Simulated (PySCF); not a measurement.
## Worked example: oscillator strength and radiative lifetime

CH5ClFNSi, SMILES N[Si@@H](Cl)CF.

Coordinates come from a B3LYP-D3(BJ)/def2-SVP optimisation. The structure was generated by enumeration; whether it is a known compound was not checked. The values are those of a single conformer.

PySCF 2.14.0 with TDDFT-PBE/def2-SVPD puts the first singlet state with f over 0.02 at 6.35 eV (vertical), with the transition dipole (0.223, -0.266, -0.226) in atomic units.

Find the oscillator strength, the wavelength and the radiative lifetime that this transition would have in vacuum if emission retraced absorption.


|μ|² = 0.1716 au, so |μ| = 1.05 D. ΔE = 6.35/27.211 = 0.2334 hartree. f = (2/3) ΔE |μ|² = 0.027 (the program prints 0.027).
λ = 1239.84/6.35 = 195 nm; ν = 51216 cm⁻¹.
Einstein's coefficient A = 0.6670 ν² f s⁻¹ (ν in cm⁻¹) = 4.7e7 s⁻¹, so τ = 1/A = 21 ns. This state is S1. The figure is the radiative limit of this one transition; relaxation, internal conversion, crossing to triplets and a medium change what is measured.
